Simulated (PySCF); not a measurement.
Magnetic susceptibility: `[SiH3]O[SiH]1OCCO1`, C$_{2}$H$_{8}$O$_{3}$Si$_{2}$

Geometry:
```csv
atom,x (Å),y (Å),z (Å)
Si1,2.917,-0.489,-0.270
O2,1.590,-0.075,-1.115
Si3,0.018,0.204,-1.231
O4,-0.927,-1.012,-0.684
C5,-1.941,-0.550,0.158
C6,-1.720,0.963,0.416
O7,-0.535,1.354,-0.210
H8,2.724,-1.827,0.290
H9,3.133,0.496,0.789
H10,3.956,-0.453,-1.295
H11,-0.223,0.516,-2.624
H12,-2.908,-0.722,-0.325
H13,-1.905,-1.122,1.090
H14,-2.548,1.547,0.000
H15,-1.637,1.181,1.484
```

Computed with GIAO HCTH407/6-31++G** magnetisability, non-relativistic, IEF-PCM dimethylsulfoxide in PySCF 2.14.0. Geometry: GFN2-xTB.

What are the magnetisability and the molar susceptibility?

Isotropic -1123 × 10⁻³⁰ J/T², or -67.6 × 10⁻⁶ cm³/mol; principal values -1251, -1122, -997 × 10⁻³⁰ J/T², anisotropy 220 × 10⁻³⁰ J/T² (root of half the summed squared differences of the principal values). The susceptibility is in cgs units.

Split it along the inertial axes a, b, c into diamagnetic and paramagnetic parts about the centre of mass, with the quadrupole moment.


```
axis  χ (10⁻⁶ cm³/mol)  diamagnetic (10⁻⁶ cm³/mol)  paramagnetic (10⁻⁶ cm³/mol)  summed x² of all electrons (Å²)  quadrupole Θ (D Å)
   a             -74.6                      -405.6                        331.0                            253.5              +11.36
   b             -60.0                     -1258.9                       1198.9                             52.4              -10.82
   c             -68.3                     -1297.8                       1229.5                             43.2               -0.54
```
Anisotropies 2χaa − χbb − χcc = -20.8 and 2χbb − χaa − χcc = +22.8 × 10⁻⁶ cm³/mol. Θ is traceless in Buckingham's convention.
